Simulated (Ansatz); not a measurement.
Species: CHI2, net charge -1, singlet state. It need not be the lowest isomer of its formula. Whether it binds its extra electron was not tested at this geometry. SMILES: [CH-](I)I
Structure (B3LYP-D3(BJ)/def2-TZVP (Ansatz, a quantum-chemistry and plane-wave program) minimum search):
```
C
H 1 1.1064
I 1 2.3000 2 94.99
I 1 2.3000 2 94.99 3 -108.56
```
Charge -1, spin multiplicity 1.

**Question.** Give the harmonic wavenumbers at B3LYP-D3(BJ)/def2-TZVP (Ansatz, finite differences of forces, unscaled).

**Answer.** 93, 362, 381, 886, 1057, 2928 cm⁻¹. Zero-point energy 8.2 kcal/mol.

**Question.** From these and the geometry, give the ideal-gas thermochemistry at 298.15 K and 1 atm (rigid rotor, harmonic oscillator).

**Answer.** Point group Cs, rotational symmetry number 1. Rotational constants 20.79, 0.5746, 0.5605 GHz. S(trans) 42.64, S(rot) 28.26, S(vib) 5.97, S(elec, spin only) 0.00, S 76.9 cal/(mol K). H(298) - H(0) 3.32 kcal/mol; G - E(el) -11.4 kcal/mol.
